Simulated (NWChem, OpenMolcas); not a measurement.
## BBrCl2 (bromodichloroborane): a line through the functionals

BBrCl2 has 4 atoms, charge 0, and is taken as a singlet. SMILES: `ClB(Cl)Br`. The coordinates come from a PBE0-D4/def2-TZVP relaxation.

The HOMO–LUMO gap y, in eV, basis cc-pVDZ; a is the functional's share of exact exchange. Programs: NWChem 7.3.0, OpenMolcas 26.06.

| functional | program | a | y (eV) |
| --- | --- | --- | --- |
| PBE | NWChem | 0 | 4.69 |
| r2SCAN | NWChem | 0 | 5.30 |
| B3LYP | NWChem | 0.2 | ? |
| PBE0 | OpenMolcas | 0.25 | 6.93 |
| BHLYP | OpenMolcas | 0.5 | 9.19 |

Q: Fit y = c + s·a to the known rows and predict B3LYP.

A: 
1. Means of the 4 rows: a = 0.1875, y = 6.527.
2. Σ(Δa)² = 0.17188, Σ(Δa·Δy) = 1.4319, so the slope is 1.4319/0.17188 = 8.3308.
3. Intercept: 6.527 − (8.3308) × 0.1875 = 4.965. The largest residual of the fit is 0.33.
4. B3LYP: 4.965 + (8.3308) × 0.2 = 6.63 eV.

The run gave 6.47 eV, so the prediction is off by +0.16 eV, within the scatter of the fit. Exact exchange lowers occupied levels and raises empty ones. The rows mix families of semi-local functionals, which the line can't see.
